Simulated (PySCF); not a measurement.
C5H4FO2 (charge -1).
Structure used (GFN2-xTB), in Å, numbered top down from 1:
```xyz
12
C5H4FO2 angstrom
C     -1.7244   -0.3004   -0.0335
C     -0.2701    0.0367    0.0002
C      0.8289   -0.8359   -0.0728
F      0.7643   -2.2020   -0.1838
C      1.9845   -0.1273   -0.0108
O      1.6723    1.2055    0.1025
C      0.2771    1.3242    0.1109
O     -0.2490    2.4423    0.2101
H     -2.0621   -0.5630   -1.0429
H     -2.2888    0.5693    0.2989
H     -1.9506   -1.1455    0.6225
H      3.0191   -0.4045   -0.0274
```

The closed-shell SCF was solved with PySCF and density fitting under several settings on one GFN2-xTB geometry (grid level 2 and gas phase unless stated).

| settings | basis functions | SCF cycles | E (Eh) | HOMO (eV) | LUMO (eV) |
| --- | --- | --- | --- | --- | --- |
| PBE0/pcSseg-1 | 156 | 15 | -442.7252 | 0.23 | 5.82 |
| PBE0/ANO-RCC-VDZP | 132 | 15 | -442.9046 | 0.27 | 4.15 |

**Question.** Estimate the row for these settings: PBE0/6-31++G**, IEF-PCM acetone, grid level 4, start guess sap.

**Answer.** 
```csv
settings,basis functions,SCF cycles,E (Eh),HOMO (eV),LUMO (eV)
"PBE0/6-31++G**, IEF-PCM acetone, grid level 4, start guess sap",168,16,-442.8781,-4.18,0.30
```

**Question.** Over all rows, what range does the HOMO–LUMO gap span?

**Answer.** From 3.88 eV (PBE0/ANO-RCC-VDZP) to 5.59 eV (PBE0/pcSseg-1).

**Question.** Compare two rows with the functional PBE0: PBE0/ANO-RCC-VDZP and PBE0/pcSseg-1. Which energy is lower, and by how much?

**Answer.** PBE0/ANO-RCC-VDZP (132 functions) lies 0.1794 Eh or 113 kcal/mol below PBE0/pcSseg-1 (156 functions). The smaller set gives the lower energy; the two sets aren't nested, so the variational bound doesn't order them by size.

Cycle counts include a coarse-grid stage where the run had one. All basis functions are spherical, in the Pople sets too. ANO-RCC sets were contracted for a scalar-relativistic Hamiltonian, but ran non-relativistically here. The HOMO energy is positive at PBE0/ANO-RCC-VDZP and PBE0/pcSseg-1; such an orbital is held in place by the finite basis. The species at its GFN2-xTB geometry.
